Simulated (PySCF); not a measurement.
Mg(Cl)(Et) (C₂H₅ClMg), SMILES C[CH2][Mg][Cl].

Geometry: TPSSh-D3(BJ)/def2-SVP. One conformer was computed; it need not be the lowest.

Calculation: PBE0/def2-TZVPD run with PySCF.

Symmetry labels are those of the subgroup Cs that the program uses (full group Cs).

Computed valence orbital energies around the gap with their symmetry:
```tsv
orbital	symmetry	energy (eV)
HOMO−7	A"	-12.08
HOMO−6	A'	-11.50
HOMO−5	A'	-10.21
HOMO−4	A'	-9.58
HOMO−3	A"	-9.55
HOMO−2	A'	-8.47
HOMO−1	A"	-8.47
HOMO	A'	-7.02
LUMO	A'	-1.17
LUMO+1	A'	-0.37
LUMO+2	A"	-0.27
LUMO+3	A'	0.58
```
